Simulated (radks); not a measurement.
Charge is removed step by step from the 5p down level of Pm+, starting from [Kr] 4d10 4f5 5s2 5p(up 3, down 3) 6s1. Method: scalar-relativistic Kohn-Sham, LDA (Slater exchange, Perdew-Wang correlation), spin-polarised, spherical densities, point nucleus; open shells are filled with parallel spins first (spin-orbit coupling, left out, can overturn this in heavy ions); computed with a radial shooting solver on a logarithmic mesh with Libxc functionals.

| removed (e) | E - E(0) (eV) | eigenvalue (eV) | E minus straight line (eV) |
|---|---|---|---|
| 0 | 0.000 | -27.693 | 0.000 |
| 0.125 | 3.540 | -28.988 | -0.585 |
| 0.25 | 7.242 | -30.302 | -1.006 |
| 0.375 | 11.110 | -31.632 | -1.262 |
| 0.5 | 15.145 | -32.978 | -1.351 |
| 0.625 | 19.349 | -34.338 | -1.271 |
| 0.75 | 23.724 | -35.711 | -1.020 |
| 0.875 | 28.272 | -37.097 | -0.597 |
| 1 | 32.993 | -38.495 | 0.000 |

Removing the whole electron costs 32.993 eV by Delta-SCF, against 27.693 eV from minus the eigenvalue at the starting occupation. Slater's transition state (half an electron removed) gives 32.978 eV. Integrating minus the eigenvalue over the occupation (Janak's theorem) gives 33.016 eV. In this scalar-relativistic scheme the density is built from large components alone, so the theorem holds only approximately. The mean slope of the eigenvalue, de/dn, is 10.8 eV per electron.
